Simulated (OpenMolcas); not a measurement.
## Cr2+: moving or changing the point charges

Cr2+ among 8 point charges of -1.6 e arranged as a cube (Oh), 1.79 Å from the ion.
```
   1.0335    1.0335    1.0335  -1.60
   1.0335    1.0335   -1.0335  -1.60
   1.0335   -1.0335    1.0335  -1.60
   1.0335   -1.0335   -1.0335  -1.60
  -1.0335    1.0335    1.0335  -1.60
  -1.0335    1.0335   -1.0335  -1.60
  -1.0335   -1.0335    1.0335  -1.60
  -1.0335   -1.0335   -1.0335  -1.60
```

| Property | Result |
| --- | --- |
| Program | OpenMolcas |
| Method | CASSCF |
| Basis | ANO-RCC-VDZP [5s4p2d1f] |
| Scalar Hamiltonian | DKH2, point nucleus |
| Active space | 4 electrons in 5 orbitals (3d) |
| State averaging | 2S+1 = 5 even, 5 roots; 2S+1 = 3 even, 45 roots; 2S+1 = 1 even, 50 roots |
| Spin-orbit coupling | RASSI with atomic mean-field integrals over the reference wave functions |

Runs around this geometry, states (labels of O, the rotations of Oh). Energies in cm-1 above the lowest state or level, χT in cm3 K/mol; under a threefold ground state the first gap can be a small split of the lowest multiplet, not the spin-orbit step; 10Dq and B are least-squares fits to the states below 45000 cm-1, weighted by degeneracy, with a free offset, and given where the rms deviation is under 5 % of |10Dq| (or 100 cm-1) and under 700 cm-1; 10Dq is negative for this site.

```json
{"R (Å)": "1.79", "q (e)": "-1.04", "Ground state": "5T2", "First state of that spin": "5E 5887", "10Dq": "", "B (rms of fit)": "", "First gap with spin-orbit (degeneracies)": "11.9 (1, 3)", "χT at 300 K": "2.613", "First state of another spin": "3T1 14431"}
{"R (Å)": "1.66", "q (e)": "-1.6", "Ground state": "5T2", "First state of that spin": "5E 13372", "10Dq": "-13911", "B (rms of fit)": "933 (495)", "First gap with spin-orbit (degeneracies)": "10.3 (1, 3)", "χT at 300 K": "2.628", "First state of another spin": "1A1 5114"}
{"R (Å)": "1.79", "q (e)": "-1.6", "Ground state": "5T2", "First state of that spin": "5E 9505", "10Dq": "", "B (rms of fit)": "", "First gap with spin-orbit (degeneracies)": "9.8 (1, 3)", "χT at 300 K": "2.624", "First state of another spin": "3T1 10815"}
{"R (Å)": "1.91", "q (e)": "-1.6", "Ground state": "5T2", "First state of that spin": "5E 7092", "10Dq": "", "B (rms of fit)": "", "First gap with spin-orbit (degeneracies)": "10.9 (1, 3)", "χT at 300 K": "2.615", "First state of another spin": "3T1 13253"}
```

Taking the first state of the same spin as R^-n, n = -ln(7092 / 13372) / ln(1.91 / 1.66) = 4.5 between the shortest and longest distance.

Scaling the charges by -1.04 / -1.6 = 0.65 scales the first state of the same spin by 5887 / 9505 = 0.62; with fixed orbitals a first-order splitting would follow the charge.

An orbital triplet at a regular site is open to Jahn-Teller coupling, which can distort the site and quench the lowest spin-orbit gaps and is left out. Without dynamic correlation the repulsion within the d shell is too large (B by tens of per cent), so at a given field states of lower spin stand too high. This shell can be high or low spin here, a state of another spin lies low, and with metal d orbitals alone active their balance is uncertain, so the ground spin may be wrong (holds for R = 1.66, q = -1.6). Point charges carry no covalency, so the field is a model and not that of real ligands. No measured value stands beside these numbers.
